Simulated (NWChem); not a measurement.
System: CH₆FNOSi; SMILES C[Si](F)(O)N

NWChem input:

```
start job
memory heap 200 mb stack 900 mb global 1100 mb
geometry units angstroms noautosym nocenter noautoz
  C     -0.408424    -1.751765     0.377983
  Si     0.004873     0.021848     0.028260
  N     -1.336935     0.834571    -0.628313
  O      0.487945     0.907815     1.342391
  F      1.312044    -0.004373    -0.958162
  H     -0.761514    -2.262046    -0.532168
  H     -1.196033    -1.828680     1.142157
  H      0.477232    -2.297191     0.737808
  H     -1.982600     0.388928    -1.266686
  H     -1.361076     1.844649    -0.694787
  H      1.436119     0.926362     1.499185
end
basis spherical
  * library def2-svp
end
dft
  xc m05-2x
  iterations 150
end
cosmo
  do_cosmo_smd true
  solvent dmf
end
task dft energy
```

Coordinates come from a PBE0/def2-SVP optimisation. Solvent: N,N-dimethylformamide.

Level: M05-2X/def2-SVP with SMD (1 M gas to 1 M solution), gas-phase geometry. Reactions with the solvent are ignored.

Question: Predict the main results of this run. (M05-2X/def2-SVP, SMD on the gas-phase geometry.) Quantities: solvation free energy (kcal/mol); cavity-dispersion-structure term (kcal/mol); dipole in solution (D).

Answer: 
```
Item                                         Value
-------------------------------------------  -----
solvation free energy (kcal/mol)              -6.3
cavity-dispersion-structure term (kcal/mol)    1.0
dipole in solution (D)                        1.07
```
